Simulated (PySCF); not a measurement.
Charge-transfer reorganisation: `[SiH3]C1=CNBC=C1`, C4H8BNSi

Molfile (atoms numbered from 1):
```
C4H8BNSi
     RDKit          3D

 15 15  0  0  0  0  0  0  0  0999 V2000
    2.5071   -0.1638    0.5453 Si  0  0  0  0  0  4  0  0  0  0  0  0
    0.6647   -0.1517    0.2473 C   0  0  0  0  0  0  0  0  0  0  0  0
    0.0242    1.0145   -0.0624 C   0  0  0  0  0  0  0  0  0  0  0  0
   -1.3103    1.0688   -0.2822 N   0  0  0  0  0  0  0  0  0  0  0  0
   -2.1696   -0.0687   -0.2123 B   0  0  0  0  0  0  0  0  0  0  0  0
   -1.4705   -1.3669    0.1304 C   0  0  0  0  0  0  0  0  0  0  0  0
   -0.1228   -1.3467    0.3383 C   0  0  0  0  0  0  0  0  0  0  0  0
    3.2085   -1.0494   -0.4166 H   0  0  0  0  0  0  0  0  0  0  0  0
    3.0208    1.2189    0.3905 H   0  0  0  0  0  0  0  0  0  0  0  0
    2.8323   -0.6486    1.9094 H   0  0  0  0  0  0  0  0  0  0  0  0
    0.5634    1.9532   -0.1458 H   0  0  0  0  0  0  0  0  0  0  0  0
   -1.6819    1.9768   -0.5035 H   0  0  0  0  0  0  0  0  0  0  0  0
   -3.3380    0.0904   -0.4236 H   0  0  0  0  0  0  0  0  0  0  0  0
   -1.9892   -2.3169    0.2194 H   0  0  0  0  0  0  0  0  0  0  0  0
    0.3964   -2.2719    0.5859 H   0  0  0  0  0  0  0  0  0  0  0  0
  1  2  1  0
  2  3  2  0
  3  4  1  0
  4  5  1  0
  5  6  1  0
  6  7  2  0
  7  2  1  0
  1  8  1  0
  1  9  1  0
  1 10  1  0
  3 11  1  0
  4 12  1  0
  5 13  1  0
  6 14  1  0
  7 15  1  0
M  END
```

Computed with UKS BHandHLYP/def2-SVP four-point reorganisation energy, gas phase in PySCF 2.14.0. Geometry: BHandHLYP/def2-SVP.

Task: What is the inner reorganisation energy for hole transfer, with the ionisation energy?

Result: λ = 0.262 (surface of the oxidised species) + 0.261 (surface of the starting species) = 0.523 eV. The ionisation energy is 8.34 eV vertical and 8.08 eV adiabatic without zero-point energy; at the relaxed geometry of the oxidised species the two energies differ by 7.82 eV. Largest bond changes: C2–C3 1.366 → 1.431 Å, Si1–C2 1.866 → 1.917 Å, C3–N4 1.353 → 1.313 Å, C7–C2 1.434 → 1.401 Å, N4–B5 1.427 → 1.459 Å. ⟨S²⟩ of the relaxed oxidised species 0.791.
